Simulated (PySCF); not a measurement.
## Dipole response of Fe⁺ (iron, charge +1)

[Ar] 3d5 4s2, high-spin 6S determinant (an excited configuration). All numbers are calculated (PySCF 2.14, the non-relativistic Hamiltonian (point nucleus), in aug-cc-pVTZ with one added diffuse shell each of s, p, d, f, g type (9s8p6d4f3g, 118 functions)). Coupled (time-dependent) response in atomic units; α is the mean over directions.

```
method  mean α (bohr³)  C₆ (like pair)  S(−4)
  PBE0           33.07           216.4  586.5
```

S(−4) is the Cauchy moment in α(ω) = α(0) + S(−4) ω² + …

α(iu) at PBE0:

```
u (hartree)  α(iu) (bohr³)
          0          33.07
     0.0500          31.68
      0.100          28.24
      0.200          20.11
      0.300          14.00
      0.500          7.683
      0.750          4.555
       1.00          3.151
       1.50          1.896
       2.00          1.322
       3.00         0.7776
       5.00         0.3725
```

A single London oscillator, α(iu) = α/(1 + u²/ω²), gives C₆ = (3/4) ω α². Matching the computed C₆ needs ω = 4 × 216.4 / (3 × 33.07²) = 0.264 hartree.

For an ion, C₆ is the dispersion term alone; charge-induced terms of lower order in 1/R come first.
